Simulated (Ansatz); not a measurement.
C2H11FN2OSiZr (`C[N](C)[Zr]([NH2])([F])[O][SiH3]`), 19 atoms. Total charge 0; spin multiplicity 1. Correlated methods include outer-core shells of Zr, which these sets cover unevenly. Zr takes the def2 core potential. Hardware: A = 4 threads of a server CPU on a shared host; B = 4 threads of an AMD EPYC 7R13 on a shared host and a share of an NVIDIA H100 80 GB. Correlated methods freeze the cores. Open-shell runs search over several starts.

**Question.** Give the basis size and wall time and peak host memory of each of these runs in Ansatz. RKS r2SCAN0-D4/def2-TZVPP energy [B]; UKS ωB97M-V/def2-TZVPP energy of the cation [B]; RHF-MP2/def2-QZVPP energy [B]; UHF-MP2/def2-QZVPP energy of the cation [B]; RKS PBE0-D4/def2-TZVP relaxation (33 steps) [B]; RKS PBE0-D4/def2-SVP energy [A]; UKS PBE0-D4/def2-TZVPP energy of the cation [B]; RKS HSE06 (plane-wave form)-D4/def2-TZVPP energy [B]; UKS PBE-D4/def2-TZVPP energy of the cation [B]; UKS B2PLYP (frozen core)/def2-TZVPP energy of the cation [B]; RKS ωB97M-V/def2-QZVPP energy [B]; UHF-CCSD(T)/def2-TZVPP energy of the cation [B]. (An estimate is asked.)

**Answer.** Ansatz gave: Other jobs shared the machine, so times are rough.

| level | job | functions | wall time | peak host memory (GiB) |
| --- | --- | --- | --- | --- |
| RKS PBE0-D4/def2-SVP | energy [A] | 188 | 3.5 s | 1 |
| RKS HSE06 (plane-wave form)-D4/def2-TZVPP | energy [B] | 438 | 3.7 s | 1 |
| RHF-MP2/def2-QZVPP | energy [B] | 823 | 4.8 s | 1.5 |
| RKS r2SCAN0-D4/def2-TZVPP | energy [B] | 438 | 6 s | 1 |
| UKS PBE0-D4/def2-TZVPP | energy of the cation [B] | 438 | 12 s | 1.1 |
| UKS ωB97M-V/def2-TZVPP | energy of the cation [B] | 438 | 16 s | 1.4 |
| UHF-MP2/def2-QZVPP | energy of the cation [B] | 823 | 16 s | 1.7 |
| RKS ωB97M-V/def2-QZVPP | energy [B] | 823 | 19 s | 1.5 |
| UKS B2PLYP (frozen core)/def2-TZVPP | energy of the cation [B] | 438 | 23 s | 2.3 |
| UKS PBE-D4/def2-TZVPP | energy of the cation [B] | 438 | 25 s | 1.1 |
| RKS PBE0-D4/def2-TZVP | relaxation (33 steps) [B] | 329 | 66 s | 1 |
| UHF-CCSD(T)/def2-TZVPP | energy of the cation [B] | 438 | 6.4 min | 2.1 |
